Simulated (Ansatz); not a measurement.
An input meant for the cluster LaO3H3 (charge 0, singlet).

```yaml
crystal:
  periodic: [true, true, true]
  atoms:
    - {symbol: La, position_ang: [-0.185511, 0.321187, 0.622450]}
    - {symbol: O, position_ang: [1.405413, 0.193390, -1.026750]}
    - {symbol: O, position_ang: [1.974687, -0.762816, -0.046612]}
    - {symbol: O, position_ang: [-2.186448, -0.130394, -0.065962]}
    - {symbol: H, position_ang: [-0.133825, 2.236519, 1.649579]}
    - {symbol: H, position_ang: [-3.008436, -0.318632, -0.526283]}
    - {symbol: H, position_ang: [2.134121, -1.539263, -0.606432]}
basis:
  gaussian: {orbitals: def2-SVP}
hamiltonian: {xc: {name: B97M-V}}
```

```sh
$ ansatz run in.yaml --threads 4 --pin off --events-out ev --progress --plain --max-ram 3916MiB
```

Output, abridged:

```
Error: YAML parse error: error: line 2 column 3: crystal: missing field `lattice` (a structure is typed as `lattice` and `atoms`, a molecule's as `atoms` in Å alone, or read from a run's directory, `checkpoint`)
 --> <input>:2:3
1 | crystal:
2 |   periodic: [true, true, true]
3 |   atoms:
4 |     - {symbol: La, position_ang: [-0.185511, 0.321187, 0.622450]}
```

In this input the species is marked periodic without a cell. The program refused the input.
